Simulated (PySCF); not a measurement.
BeF, r²SCAN: how much the basis matters

PySCF, UKS reference; doublet, unpaired electrons σ ↑; De to Be + F without counterpoise correction.

| basis | relativity | functions | Re (Å) | ωe (cm⁻¹) | De (eV) | μ (D) |
| --- | --- | --- | --- | --- | --- | --- |
| STO-3G | no relativity | 10 | 1.326 | 1439 | 6.83 | 0.37 |
| pcseg-1 | no relativity | 23 | 1.398 | 1197 | 6.00 | -1.31 |
| x2c-TZVPPall | spin-free X2C | 50 | 1.374 | 1223 | 6.16 | -1.17 |

**Question.** How does each smaller set differ from the one with most functions, x2c-TZVPPall?

**Answer.** STO-3G: -4.8 pm, +17.7 % in ωe, +0.67 eV in De; pcseg-1: +2.4 pm, -2.1 % in ωe, -0.16 eV in De. All at r²SCAN; the set with most functions is neither the basis-set limit nor always the best. The rows treat relativity differently, so the differences are not basis effects alone.

A positive dipole means Be(−)F(+). STO-3G is very small, so such numbers show the basis as much as the molecule. The state is the lowest determinant that a PBE0 search found; another state may lie lower at other levels.
